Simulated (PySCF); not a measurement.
CHO2, SMILES [O][C]O (connectivity only; charge and spin as stated), neutral, multiplicity 2.

Coordinates come from a B3LYP-D3(BJ)/def2-TZVP optimisation. The values are those of a single conformer.

These are PBE/def2-TZVPD (PySCF) values and carry that method's errors.

Isolated molecule, no solvent.

**Question.** Estimate the frontier levels, dipole moment and polarisability. (An estimate is asked for; the answer gives what the named calculation found.)

**Answer.** 
```json
{
  "α spin, highest occupied and lowest empty level": "-5.40 and -1.45 eV",
  "β spin, highest occupied and lowest empty level": "-8.75 and -3.76 eV",
  "dipole_moment": "2.85 D",
  "quadrupole, principal values (traceless, Buckingham form, about the centre of nuclear charge)": "-3.13, -0.43, 3.56 D·Å",
  "mean_static_polarisability": "23.9 bohr³ (3.54 Å³)",
  "polarisability_principal_values": "18.0, 22.1, 31.6 bohr³",
  "⟨S²⟩": "0.752 (pure state 0.75)"
}
```
